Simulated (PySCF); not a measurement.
## SnF⁺: from constants to spectrum

RHF-CCSD(T) constants of SnF⁺, ¹Σ⁺ (singlet), closed shell (PySCF, spin-free X2C with a Gaussian nucleus, basis sets Sn x2c-SVPall, F x2c-SVPall; masses 119.9022 and 18.9984 u):

```
ωe            : 700.3 cm⁻¹
ωexe          : 2.53 cm⁻¹
Be            : 0.28296 cm⁻¹
αe            : 0.00146 cm⁻¹
De to Sn⁺ + F : 4.63 eV
```

What force constant and bond length do these constants imply?

Reduced mass μred = 16.400 u; k = 5.8918×10⁻⁷·μred·ωe² (u, cm⁻¹, mdyn/Å) = 4.74 mdyn/Å; Re = √(16.8576/(μred·Be)) (u, cm⁻¹, Å) = 1.906 Å.

Estimate the centrifugal constant D from the Kratzer relation and find the Dunham coefficient a1.

D = 4Be³/ωe² = 1.85e-07 cm⁻¹; a1 = −1 − αeωe/(6Be²) = -3.13.

Correlated steps freeze 19 core orbitals. Correlated levels converge slowly with the basis: in double zeta they bind strong bonds too weakly, by up to about 1 eV, and carry superposition errors of some tenths. These are scalar-relativistic numbers at best; spin–orbit coupling would shift them, the dissociation energy most. For an ion De counts to the pair picked by the measured ionisation energies or electron affinities, which need not be the lowest pair at this level. Where the molecule has an RHF reference, its open-shell atoms are computed with UHF.
